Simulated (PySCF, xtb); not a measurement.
Cd(Br)(OH) (BrCdHO), SMILES [OH][Cd][Br].

GFN2-xTB (xtb 6.7.1) at its own geometry gives an orbital gap of 3.55 eV and a dipole moment of 6.44 D.

Coordinates come from a B3LYP-D3(BJ)/def2-TZVP optimisation. The def2 effective core potentials stand for the cores of Cd; spin–orbit coupling is left out. The values are those of a single conformer.

What does PBE0/def2-TZVPD (PySCF) give? (Estimate from the structure and the level; the computed values follow.)

gap 6.16 eV (levels -8.22 and -2.07 eV), dipole 1.51 D.
